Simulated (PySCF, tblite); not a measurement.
Isomers of C5H11PSi, one GFN2-xTB conformer each. Single-point energies are computed at PBE0/pcSseg-1 (PySCF, gas phase, no added dispersion term), electronic only.

```csv
SMILES,GFN2-xTB relative energy (kcal/mol)
P[Si@@H]1CCC12CC2,17.2
CP1C=C([SiH3])CC1,0.0
```

Conformers: `[PH2:1][Si@@H:2]1[CH2:3][CH2:4][C:5]12[CH2:6][CH2:7]2` with H–P1–Si2–C3 162° and 70°; `[CH3:1][P:2]1[CH:3]=[C:4]([SiH3:5])[CH2:6][CH2:7]1` with C1–P2–C3–C4 90°, C3–C4–C6–C7 14°, C4–C6–C7–P2 -20°, C1–P2–C7–C6 -81°.

**Question.** What does PBE0/pcSseg-1 give for the same structures?

**Answer.** 
```json
{"SMILES": "CP1C=C([SiH3])CC1", "PBE0/pcSseg-1 E (Eh)": "-827.43242", "PBE0/pcSseg-1 (kcal/mol)": "0.0", "GFN2-xTB (kcal/mol)": "0.0", "point group": "C1"}
{"SMILES": "P[Si@@H]1CCC12CC2", "PBE0/pcSseg-1 E (Eh)": "-827.41059", "PBE0/pcSseg-1 (kcal/mol)": "13.7", "GFN2-xTB (kcal/mol)": "17.2", "point group": "C1"}
```

Both levels put the same isomer lowest. As drawn, the lower has a C=C bond outside aromatic rings, which the higher lacks; the higher has a three-membered ring and a four-membered ring, which the lower lacks.

**Question.** Which frontier levels, dipoles and rotational constants go with these structures?

**Answer.** 
```tsv
SMILES	HOMO (eV, PBE0/pcSseg-1)	LUMO (eV)	dipole (D)	A, B, C (MHz)
CP1C=C([SiH3])CC1	-6.49	-0.49	1.29	3622, 1041, 946.1
P[Si@@H]1CCC12CC2	-7.13	0.27	1.16	2669, 1265, 1006
```

**Question.** What happens when harmonic zero-point energies from GFN2-xTB frequencies are added?

**Answer.** 
```tsv
SMILES	ZPE (kcal/mol)	electronic (kcal/mol)	with ZPE (kcal/mol)
CP1C=C([SiH3])CC1	86.7	0.0	0.0
P[Si@@H]1CCC12CC2	88.5	13.7	15.6
```

The zero-point energies span 1.8 kcal/mol. The order is unchanged.
